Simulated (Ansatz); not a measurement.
Computed with Ansatz on PBE0-D4/def2-TZVP structures; ΔE is electronic, products minus reactants. CCSD(T)/CBS is the MP2 limit (def2-TZVPP, def2-QZVPP) plus CCSD(T) − MP2 in def2-TZVPP, frozen cores. This one scheme is used for every species. DFT in def2-TZVPP. B3LYP here is the variant with VWN-RPA as its local correlation; programs differ in this. HSE06 is defined as in plane-wave codes. One conformer a species, not always the lowest.

`N[SiH](Cl)[AlH][OH]` → `N[Si]Cl` + `[OH][AlH2]`  (silylene formation by 1,1-elimination)

`N[SiH](Cl)[AlH][OH]`:

Cartesian coordinates in Å:
```
N -1.400 -0.149 1.182
Si -0.160 0.906 0.671
Cl 1.453 1.067 2.014
Al 0.853 0.022 -1.369
O 0.587 -1.650 -1.519
H -1.981 0.063 1.978
H -1.294 -1.143 1.053
H -0.727 2.279 0.663
H 1.718 0.796 -2.453
H 0.950 -2.191 -2.220
```

`N[Si]Cl`:

Cartesian coordinates in Å:
```
N 0.200 0.402 -0.482
Si 0.303 -1.213 0.041
Cl -0.862 -1.039 1.785
H 0.659 0.705 -1.328
H -0.300 1.145 -0.016
```

`[OH][AlH2]`:

Z-matrix (Å, degrees):
```
Al
O 1 1.696
H 1 1.585 2 119.7
H 1 1.577 2 116.0 3 -180.0
H 2 0.956 1 123.4 3 -0.0
```

(1) Is it downhill or uphill in electronic energy at CCSD(T)/CBS, and by how much? (An estimate is asked.)

(2) What do these levels give: PBE0-D4, HSE06-D4, BHLYP-D4, ωB97M-V, B2PLYP, revPBE, B3LYP, r2SCANh, HSE06, BHLYP, MP2/CBS(def2), CCSD/CBS(def2)? (Best estimate.)

(3) What do rigid-rotor, harmonic-oscillator terms from PBE0-D4/def2-TZVP frequencies (298.15 K, 1 bar) make of the CCSD(T)/CBS value? (Estimate.)

Largest T1 diagnostic among the species: 0.013.

Answers

(1) Ansatz gave: Uphill: ΔE = +29.9 kcal/mol.

(2) The calculation gave: PBE0-D4 33.3, HSE06-D4 33.3, BHLYP-D4 31.1, ωB97M-V 26.4, B2PLYP 27.0, revPBE 25.6, B3LYP 24.7, r2SCANh 32.3, HSE06 31.4, BHLYP 28.0, MP2/CBS(def2) 31.7, CCSD/CBS(def2) 29.7 kcal/mol.

(3) Ansatz gave: ΔZPE = -2.2 kcal/mol, ΔH = +27.7 kcal/mol, ΔS = 145 J/(mol·K), ΔG = +17.4 kcal/mol. Modes under 50 cm⁻¹ make the entropy rough.

In def2-TZVPP, CCSD(T) changes the Hartree–Fock value by +2.1 kcal/mol (the triples alone add +0.2 kcal/mol) and MP2 by +3.9 kcal/mol. From BLYP to BHLYP (50 % exact exchange), in def2-TZVPP and without D4, ΔE moves by +7.1 kcal/mol.
